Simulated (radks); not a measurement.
The numbers below are computed, except where a source is named.
Effect of the nuclear size on neutral samarium, [Xe] 4f6 6s2. Code: a radial shooting solver on a logarithmic mesh with Libxc functionals. Model: Dirac Kohn-Sham, PBE, spin-unpolarised, spherical densities, finite nucleus; open shells fill j = l - 1/2 first; Fermi nuclear charge, rms radius 5.0819 fm. The rms radius is varied about that value; shifts are against it.

| rms radius (fm) | total energy shift (eV) | density at nucleus (e/bohr^3) | 1s1/2 shift (meV) | 2s1/2 shift (meV) | 5s1/2 shift (meV) | 5p1/2 shift (meV) | 6s1/2 shift (meV) | 4f5/2 shift (meV) | 6p1/2 (empty) shift (meV) |
|---|---|---|---|---|---|---|---|---|---|
| 4.3399 | -4.57 | 5.536e+05 | -1890 | -239 | -1.73 | 0.243 | -0.071 | 0.379 | 0.076 |
| 4.7719 | -1.98 | 5.412e+05 | -818 | -104 | -0.749 | 0.105 | -0.031 | 0.164 | 0.033 |
| 5.0819 | 0 | 5.332e+05 | 0.000 | 0.000 | 0.000 | 0.000 | 0.000 | 0.000 | 0.000 |
| 5.4122 | 2.21 | 5.252e+05 | 914 | 116 | 0.838 | -0.117 | 0.034 | -0.183 | -0.037 |
| 5.6003 | 3.52 | 5.21e+05 | 1450 | 184 | 1.33 | -0.187 | 0.054 | -0.291 | -0.058 |

Slopes of the eigenvalues against <r^2> in GHz/fm^2, as finite differences over the two radii next to the reference (eigenvalue slopes, not the field-shift constants of lines): 1s1/2 64200, 2s1/2 8130, 5s1/2 58.8, 5p1/2 -8.25, 6s1/2 2.40, 4f5/2 -12.9, 6p1/2 (empty) -2.58.
